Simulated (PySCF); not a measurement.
## Mass spectrum arithmetic for `C=C(OC)[C@@H]1C[C@@H]1[S-]`

Species: `C=C(OC)[C@@H]1C[C@@H]1[S-]`.

Calculated from tabulated atomic weights, isotope masses and abundances; no fragmentation.

Problem. Molar mass and exact mass?

Solution. For [C6H9OS]-, with standard atomic weights, 6 × 12.011 + 1 × 15.999 + 1 × 32.060 + 9 × 1.008 = 129.197 g/mol. From the most abundant isotopes (12C, 16O, 32S, 1H), 6 × 12.000000 + 1 × 15.994915 + 1 × 31.972071 + 9 × 1.007825 = 129.0374 u for neutral atoms; the ion's mass is 129.0380 u once 1 electron mass (0.000549 u) is added.

Problem. Work out the cluster of the ion itself, one line a nominal mass.

Solution. 
| nominal mass | m/z (centroid) | relative intensity |
| --- | --- | --- |
| 129 | 129.0380 | 100.0 |
| 130 | 130.0409 | 7.4 |
| 131 | 131.0346 | 5.0 |
| 132 | 132.0377 | 0.3 |

Cut off at 0.1 %. Abundances used (%; other tables differ somewhat): 12C 98.93, 13C 1.07; 16O 99.757, 17O 0.038, 18O 0.205; 32S 94.93, 33S 0.76, 34S 4.29, 36S 0.02; 1H 99.9885, 2H 0.0115.

Problem. What resolving power m/Δm just matches the spacing of the species with one 33S and with one 13C?

Solution. They lie 0.00397 u apart at mass 130.04, so m/Δm is about 33000.

Problem. Protons, neutrons, electrons, and exact less nominal mass of the monoisotopic species?

Solution. 69 protons, 60 neutrons and 70 electrons; 129.0374 − 129 = +0.0374 u, electron masses as for neutral atoms.

Problem. List the species in which a single atom is changed from its most abundant isotope.

Solution. Intensity in % of the monoisotopic species:

```tsv
isotope	mass shift (u)	m/z	intensity (%)
33S	+0.99939	130.0373	0.80
13C	+1.00335	130.0413	6.49
17O	+1.00422	130.0422	0.04
2H	+1.00628	130.0442	0.10
34S	+1.99580	131.0338	4.52
18O	+2.00425	131.0422	0.21
36S	+3.99501	133.0330	0.02
```

Species under 0.02 % are left out.

Problem. What share of all these ions is the monoisotopic species?

Solution. 0.9893^6 × 0.99757 × 0.9493 × 0.999885^9 = 88.69 %.
